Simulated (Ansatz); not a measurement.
Frontier orbitals of `B/C=C(\C)S`.

Total charge 0; spin multiplicity 1. The geometry is a stationary point of PBE0-D4/def2-TZVP. It is one conformer, not always the lowest. Basis def2-TZVPP, the Gaussian-basis code of Ansatz.

```
functional  HOMO (eV)  LUMO (eV)  gap (eV)
       PBE      -6.02      -2.77      3.25
      BLYP      -5.84      -2.60      3.24
      PBE0      -6.99      -1.90      5.09
   r2SCAN0      -7.11      -1.77      5.34
     BHLYP      -7.81      -0.88      6.93
   ωB97M-V      -9.02       0.02      9.04
        HF      -9.10       1.57     10.67
```

From PBE to PBE0 the HOMO moves by −0.96 eV and the LUMO by +0.87 eV, and with ωB97M-V by −3.00 and +2.79 eV, so the gap grows from 3.25 to 9.04 eV with exact exchange. A positive LUMO is unbound and depends on the basis.
